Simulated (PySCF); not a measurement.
## SnCl⁻: one state, many levels of theory

State: ³Σ⁻ (triplet), unpaired electrons π ↑↑. Set-up: PySCF, scalar-relativistic core potentials, basis sets Sn def2-TZVPPD with ECP28, Cl def2-TZVPPD. De refers to Sn + Cl⁻ in their high-spin ground configurations, without counterpoise correction. The functionals are run spin-unrestricted. A positive dipole points towards Cl; it is taken about the centre of mass and depends on that origin.

| Level | Re (Å) | ωe (cm⁻¹) | De (eV) | μ (D) |
| --- | --- | --- | --- | --- |
| UHF | 2.585 | 226 | n/a | -2.67 |
| UHF-MP2 | 2.535 | 247 | 1.75 | n/a |
| UHF-SCS-MP2 | 2.555 | 238 | 1.64 | n/a |
| UHF-CCSD | 2.546 | 244 | n/a | n/a |
| UHF-CCSD(T) | 2.544 | 245 | 1.75 | n/a |
| PBE | 2.563 | 238 | 1.86 | -2.09 |
| BLYP | 2.612 | 220 | 1.64 | -2.43 |
| TPSS | 2.558 | 241 | 1.85 | -2.11 |
| r²SCAN | 2.535 | 250 | 1.95 | -1.99 |
| M06-L | 2.559 | 237 | 1.90 | -1.99 |
| TPSSh | 2.548 | 244 | 1.84 | -2.13 |
| PBE0 | 2.537 | 247 | 1.84 | -2.12 |
| r²SCAN0 | 2.523 | 254 | 1.91 | -2.07 |
| LC-ωPBE | 2.516 | 254 | 1.76 | -2.22 |

Problem. Which functional lies closest to UHF-CCSD(T) in De, which farthest, and by how much do they differ from it?

Solution. Closest is LC-ωPBE (-2.8 pm in Re, +3.7 % in ωe, +0.01 eV in De against UHF-CCSD(T) in the same basis), farthest r²SCAN (-0.9 pm in Re, +2.0 % in ωe, +0.20 eV in De). CCSD(T) converges more slowly with the basis than the functionals do and binds too weakly in this one, so the order can change at the basis-set limit.

Problem. What does a quarter of exact exchange do here, going from PBE to PBE0?

Solution. PBE0 less PBE: -2.6 pm in Re, +3.8 % in ωe, -0.02 eV in De. Exact exchange removes part of the self-interaction that spreads semilocal densities, and in most molecules shortens and stiffens the bond and lowers De; so it does here.

Problem. What does a quarter of exact exchange do here, going from r²SCAN to r²SCAN0?

Solution. r²SCAN0 less r²SCAN: -1.2 pm in Re, +1.6 % in ωe, -0.04 eV in De. Exact exchange removes part of the self-interaction that spreads semilocal densities, and in most molecules shortens and stiffens the bond and lowers De; so it does here.

Correlated steps freeze 9 core orbitals. Spin–orbit coupling is left out, which matters for elements this heavy, above all for dissociation energies. For an ion De counts to the pair picked by the measured ionisation energies or electron affinities, which need not be the lowest pair at this level. The highest Kohn–Sham level is positive in this anion. Much of that is self-interaction error, but it also means that the finite basis helps to hold the extra electron. The state is the lowest determinant that a PBE0 search found; another state may lie lower at other levels.

The whole job (state search and all levels along the bond) took about 24 min on 2 threads of Arm Neoverse V1 (shared host), peak memory 5.1 GiB.
